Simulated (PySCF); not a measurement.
Cyclo-(Cl2GeSe)2.
Geometry (PBE0-D3(BJ)/def2-SVP, Å), atoms numbered from 1 in this order:
```
atom  x, y, z in Å
Ge1   -1.0658   -0.3466    0.9736
Cl2   -1.1274   -2.0120    2.3207
Cl3   -2.8584    0.7671    1.3299
Se4    0.8772    0.9455    1.2623
Ge5    1.0996    0.3262   -0.9951
Cl6    1.1615    1.9911   -2.3425
Cl7    2.8922   -0.7873   -1.3500
Se8   -0.8406   -0.9696   -1.2826
```

Computed with PBE0-D3(BJ)/def2-SVP geometry optimisation, gas phase in PySCF.

Take the most abundant isotopes and a rigid rotor. The values belong to one conformer.

Task: What are A, B and C (MHz)?

Result: Ia = 932.42, Ib = 1830.94, Ic = 1945.82 u·Å²; 505379 MHz·u·Å²/I gives A = 542.0, B = 276.0, C = 259.7 MHz.

Task: What kind of rotor is it?

Result: An asymmetric top; Ray's κ = -0.885.

Task: Is it planar, by Δ = Ic − Ia − Ib?

Result: Not planar: Δ = Ic − Ia − Ib = -817.54 u·Å². For a rigid frame Δ = −2 Σ m c², so Σ m c² = 408.77 u·Å² lies off the ab plane. The atom farthest from that plane is 1.71 Å away.

Task: Give the other two planar moments, Paa and Pbb, and the rms extents of the mass along the axes.

Result: Paa = Σ m a² = (Ib + Ic − Ia)/2 = 1422.17 and Pbb = Σ m b² = (Ia + Ic − Ib)/2 = 523.65 u·Å². With the mass M = 447.55 u, the rms extents √(P/M) along a, b and c are 1.78, 1.08, 0.96 Å.

Task: Where do the levels up to J = 3 lie, in MHz?

Result: Above 0(0,0):
J = 1: 1(0,1) 536, 1(1,1) 802, 1(1,0) 818
J = 2: 2(0,2) 1607, 2(1,2) 1857, 2(1,1) 1906, 2(2,1) 2704, 2(2,0) 2704
J = 3: 3(0,3) 3211, 3(1,3) 3439, 3(1,2) 3537, 3(2,2) 4311, 3(2,1) 4315, 3(3,1) 5682, 3(3,0) 5682

The point group D2h allows no dipole (computed: 0.01 D), so a rigid rotor has no electric-dipole lines.

Stationary, but not proved a minimum. Zero-point vibration and centrifugal distortion are left out. Quadrupole hyperfine structure (35Cl) is left out.

On Intel Xeon Platinum 8488C, one thread, on a shared host, this took 4.3 min of wall time and 1.6 GiB of memory at its peak. That covers the optimisation of the geometry.
